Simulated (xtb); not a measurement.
C2H4N2OSi, SMILES O[Si@H]1C=NC=N1. All values are semi-empirical tight-binding results from xtb (GFN2-xTB unless named), good for trends rather than for accurate numbers. Coordinates come from a GFN2-xTB optimisation. The structure was generated by enumeration; whether it is a known compound was not checked. One conformer was computed; it need not be the lowest.

Optimised geometry:

```xyz
10

O     -1.6725     0.0185     1.3447
Si    -0.6635     0.5440     0.1930
C      1.2355     0.5012     0.5206
N      1.8094    -0.2482    -0.3365
C      0.8554    -0.8549    -1.1799
N     -0.3826    -0.6170    -1.0933
H     -1.8508    -0.9136     1.4519
H     -1.1287     1.8380    -0.2540
H      1.8619     1.0385     1.2158
H      1.2545    -1.5480    -1.9087
```

Computed properties:
```yaml
orbital_gap: 1.72 eV
dipole_moment: 1.52 D
zero_point_energy: 39.3 kcal/mol
G − E(el) at 298.15 K (modified RRHO): 20.4 kcal/mol
static polarisability (D4 model): 66.9 bohr³
solvation energy, GFN2-xTB/ALPB(water): -7.7 kcal/mol
solvation energy, GFN2-xTB/ALPB(methanol): -7.3 kcal/mol
```

Computed atomic charges and the Wiberg bond orders between heavy atoms:
charges (e) O1 -0.46, Si2 0.57, C3 -0.02, N4 -0.25, C5 0.15, N6 -0.35, H7 0.32, H8 -0.05, H9 0.04, H10 0.04. Bond orders O1–Si2 1.19, Si2–C3 0.80, C3–N4 1.88, N4–C5 1.08, Si2–N6 0.99, C5–N6 1.87.
